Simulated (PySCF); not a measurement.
Compound: C2H5GeNO.
Atom-mapped SMILES: `[N:1]#[C:2][CH2:3][O:4][GeH3:5]` (hydrogens: H6, H7 on C3; H8, H9, H10 on Ge5)

Method: PySCF 2.14.0, PBE0-D3(BJ)/def2-SVP geometry optimisation, gas phase.

Problem. List the bond lengths, angles and torsions at this level.

Solution. 
```json
{"bond": "N1≡C2", "length (Å)": "1.156", "order": "triple"}
{"bond": "C2–C3", "length (Å)": "1.468", "order": "single"}
{"bond": "C3–O4", "length (Å)": "1.390", "order": "single"}
{"bond": "O4–Ge5", "length (Å)": "1.794", "order": "single"}
{"bond": "C3–H6, C3–H7", "length (Å)": "1.109", "order": "single"}
{"bond": "Ge5–H8, Ge5–H10", "length (Å)": "1.541", "order": "single"}
{"bond": "Ge5–H9", "length (Å)": "1.529", "order": "single"}
```

Bonds in one row agree within 0.01 Å and their mean is given. Orders are formal, as drawn. A selection of angles:
```json
{"angle": "N1–C2–C3", "degrees": "179.4"}
{"angle": "C2–C3–O4", "degrees": "110.1"}
{"angle": "C2–C3–H6", "degrees": "107.1"}
{"angle": "O4–C3–H6", "degrees": "112.8"}
{"angle": "H6–C3–H7", "degrees": "106.6"}
{"angle": "C3–O4–Ge5", "degrees": "120.3"}
{"angle": "O4–Ge5–H8", "degrees": "108.1"}
{"angle": "O4–Ge5–H9", "degrees": "103.9"}
{"angle": "H8–Ge5–H9", "degrees": "112.9"}
{"angle": "H8–Ge5–H10", "degrees": "110.5"}
```

Dihedral angles: C2–C3–O4–Ge5 180° (antiperiplanar).

Ge5 (germanium bonded to O and 3 H) is distorted tetrahedral (angles from 103.9° to 112.9°). The 5 heavy atoms lie in one plane (0.003 Å rms).

Point group: Cs (every atom within 0.08 Å of its image). Not checked by PBE0-D3(BJ)/def2-SVP frequencies. The numbers are those of one conformer.
